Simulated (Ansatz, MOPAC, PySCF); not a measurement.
System: H$_{7}$SiN$_{3}$O (charge 0, singlet). SMILES: N[Si](N)(N)O
Geometry from a B3LYP-D3(BJ)/def2-TZVP (Ansatz, a first-principles code) optimisation:
```
Si
O 1 1.6556
H 2 0.9599 1 115.49
N 1 1.7090 2 101.04 3 169.86
H 4 1.0056 1 121.94 2 179.50
H 4 1.0062 5 112.52 1 -155.51
N 1 1.7095 2 120.50 3 -74.53
H 7 1.0067 1 121.35 2 77.45
H 7 1.0067 8 112.13 1 152.21
N 1 1.7238 2 105.23 3 40.97
H 10 1.0082 1 119.44 2 -172.25
H 10 1.0082 11 110.65 1 144.93
```

Wanted: enthalpy of formation at 298 K, in kcal/mol. Terms: 6-311+G** with 5d, 6d on Na to Ar in Ansatz; dispersion terms only where a functional's name holds one; open shells spin-unrestricted; non-relativistic; no spin-orbit coupling; valence correlation only; six Cartesian d functions in 6-31G* and its kin unless marked 5d. CBS marks a two-point X^-3 extrapolation of the correlation energy; Hartree-Fock from the larger set. First-principles rows: single points at B3LYP-D3(BJ) geometries (Ansatz), with unscaled harmonic terms from B3LYP/6-31G* (Ansatz) at its own minima, enthalpies of formation by atomisation with measured atoms. Semi-empirical rows: MOPAC heats of formation at their own minima for 298 K.

Coupled cluster (Ansatz) is a level with limits of its own, used here on species with T1 under 0.025 (0.045 for open shells) and stable references: CCSD(T)/CBS(aug-cc-pV(T+d)Z,aug-cc-pV(Q+d)Z).

Value to compare with, CCSD(T)/CBS(aug-cc-pV(T+d)Z,aug-cc-pV(Q+d)Z) (Ansatz): -149.0 kcal/mol.

```csv
level,program,enthalpy of formation at 298 K (kcal/mol),difference
AM1,MOPAC,-155.6,-6.6
PBE/STO-3G,Ansatz,-179.2,-30.2
PBE/6-31G*,Ansatz,-121.9,27.1
B3LYP/6-31G*,Ansatz,-101.8,47.2
M06-2X/6-311+G**,PySCF,-127.1,21.9
MP2/6-311+G**,Ansatz,-73.3,75.7
B3PW91/6-31G* (5d),PySCF,-95.6,53.4
wB97X-V/def2-TZVPD,Ansatz,-148.6,0.4
```

Among the 7 habitual levels, MP2/6-311+G** lies farthest from CCSD(T)/CBS(aug-cc-pV(T+d)Z,aug-cc-pV(Q+d)Z) (Ansatz) (75.7 kcal/mol) and AM1 nearest (-6.6); 5 of 7 lie above it, and their mean absolute difference is 37.4 kcal/mol, the median 30.2. One case shows no general order.

The levels are drawn from those run, B3LYP/6-31G* more often than the rest, none by its result; left out are runs that failed, that the program found above a lower state of the same kind, or whose <S^2> lies over 0.5 above the pure value.
